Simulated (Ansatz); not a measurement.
```yaml
crystal:
  periodic: [false, false, false]
  atoms:
    - {symbol: O, position_ang: [-1.632319, -0.721060, -1.725528]}
    - {symbol: Nb, position_ang: [-0.291185, 0.265304, -0.054395]}
    - {symbol: O, position_ang: [0.906275, -1.725511, 0.435149]}
    - {symbol: O, position_ang: [-1.301050, 0.411501, 2.072507]}
    - {symbol: O, position_ang: [1.930106, 1.093038, -0.494597]}
    - {symbol: F, position_ang: [-0.929110, 2.459566, -0.652372]}
    - {symbol: H, position_ang: [-1.538347, -1.834638, -2.158357]}
    - {symbol: H, position_ang: [2.079799, -1.961463, 0.404682]}
    - {symbol: H, position_ang: [-1.089223, -0.294957, 3.017123]}
    - {symbol: H, position_ang: [1.968928, 2.244094, -0.840709]}
basis:
  gaussian: {orbitals: STO-3G, fitting: {mean_field: cc-pVTZ-jkfit}}
hamiltonian: {xc: {name: SVWN5}}
scf: {lower_state_search: off}
output: {forces: true}
```

```sh
$ ansatz run in.yaml --threads 4 --pin off --events-out ev --progress --plain --max-ram 11315MiB
```

Q: How does Ansatz answer? (Best estimate.)

A: Computed: The input was rejected before any iteration.
```
Functional definition: SVWN5
Error: <dir> the basis set cc-pVTZ-JKFIT has no functions for Nb
```
